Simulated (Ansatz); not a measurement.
CH$_{4}$AlFSSi (`F[SiH]1[CH2][AlH][S]1`). Total charge 0; spin multiplicity 1. The geometry is a stationary point of PBE0-D4/def2-TZVP.

```xyz
9

F     0.548   -0.178    2.377
Si    0.239   -0.728    0.908
C    -0.888    0.401   -0.048
Al    0.541    0.639   -1.365
S     1.997   -0.615   -0.314
H    -0.207   -2.130    1.069
H    -1.145    1.301    0.517
H    -1.813   -0.065   -0.395
H     0.728    1.374   -2.747
```

Problem. What is the dipole moment at B3LYP/def2-TZVPP? (Estimate.)

Solution. Ansatz gave: 2.58 D, with components (-1.84, 0.73, -1.65) D in this frame, pointing from negative to positive charge.

Problem. And with PBE, r2SCAN, ωB97M-V? (An estimate is asked.)

Solution. The calculation gave: PBE 2.44 D, r2SCAN 2.56 D, ωB97M-V 2.61 D.

Problem. Give the Mulliken charges with B3LYP, PBE, ωB97M-V in def2-TZVPP. (Estimate.)

Solution. Ansatz gave: 
| atom | B3LYP | PBE | ωB97M-V |
| --- | --- | --- | --- |
| F1 | -0.32 | -0.27 | -0.31 |
| Si2 | 0.64 | 0.54 | 0.58 |
| C3 | -0.44 | -0.39 | -0.52 |
| Al4 | 0.44 | 0.37 | 0.42 |
| S5 | -0.33 | -0.29 | -0.30 |
| H6 | -0.09 | -0.09 | -0.05 |
| H7 | 0.11 | 0.11 | 0.13 |
| H8 | 0.10 | 0.10 | 0.12 |
| H9 | -0.11 | -0.09 | -0.08 |

B3LYP here is the variant with VWN-RPA as its local correlation; programs differ in this.
